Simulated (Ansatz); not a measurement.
Ideal-gas functions of AlClH2S2, SMILES `[SH][Al]([SH])[Cl]` at 500 K and 1 bar, from an Ansatz frequency run at PBE0-D4/def2-TZVP.

Molar mass 128.58 g/mol, point group C2v (symmetry number 2), electronic degeneracy 1, moments of inertia 231.557, 237.876, 469.432 u Å². Harmonic wavenumbers (cm⁻¹, unscaled): 119, 137, 189, 191, 268, 363, 558, 583, 626, 713, 2707, 2707.

Use S(trans) = R[1.5 ln M + 2.5 ln T − 1.1517]; rotational temperatures θ = 24.2544 K / I; S(rot) = R[ln(√π/σ · √(T³/θAθBθC)) + 1.5]; for each mode x = 1.438777 ν̃/T, S = R[x/(eˣ − 1) − ln(1 − e⁻ˣ)] and H = RT x/(eˣ − 1); 1 cm⁻¹ = 0.0119627 kJ/mol; R = 8.31446 J/(mol·K).

By hand: the entropy, in J/(mol·K).

Translation 180.2. Rotation: θ = 0.1047, 0.102, 0.0517 K, giving 120.2. Vibration, mode by mode: 17.27, 16.11, 13.48, 13.39, 10.68, 8.32, 5.22, 4.92, 4.46, 3.66, 0.03, 0.03, in all 97.6. Electronic 0.0. Sum 398.0 J/(mol·K).

By hand: H − E and G − E in kJ/mol, counted from the electronic energy.

Zero-point energy ½ × 9161 × 0.0119627 = 54.8; thermal vibration 24.3; translation, rotation and pV give 4 RT = 16.6. H − E = 95.7 kJ/mol, and G − E = 95.7 − 500 × 398.0/1000 = -103.3 kJ/mol.

Vibration gives 25 % of the entropy, 33.4 J/(mol·K) of it from the modes under 150 cm⁻¹: soft modes count most, and the harmonic formula is weakest for them. The sum counts one conformer and one mirror image; others add a mixing term.
